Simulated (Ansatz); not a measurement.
GeTe₂⁻ (the lowest doublet isomer of a short search) was relaxed with r2SCAN-D4 (def2-TZVPD) in Ansatz in these states: charge -1 doublet, charge -1 quartet. The geometries follow in no particular order.

In the def2 sets Te takes a core potential; there is no spin–orbit coupling.

A:

```csv
atom,x (Å),y (Å),z (Å)
Ge1,0.352,0.530,0.244
Te2,-0.716,-0.868,1.965
Te3,0.364,0.338,-2.209
```

B:

```xyz
3

Ge   -0.3630    0.7256    0.7602
Te   -1.0919   -1.6831    0.2720
Te    1.4549    0.9575   -1.0323
```

Question: Judge from the bond lengths which geometry belongs to which state (an estimate).

Answer: A is the charge -1 doublet (Ge1–Te3 2.461 Å, Ge1–Te2 2.461 Å); B is the charge -1 quartet (Ge1–Te3 2.564 Å, Ge1–Te2 2.564 Å).

At r2SCAN-D4/def2-TZVPD the highest occupied level of the charge -1 quartet lies above zero (up to 0.81 eV). It is a level of α spin, whose loss leaves a triplet; that state wasn't run at this geometry and level. The electron is either unbound and held by the finite basis, or the level is raised by self-interaction error. At PBE0-D4/def2-TZVPD a doublet lies 1.70 eV below the charge -1 quartet. These are the stationary points nearest to one start from a short search; other shapes may lie lower in each state.
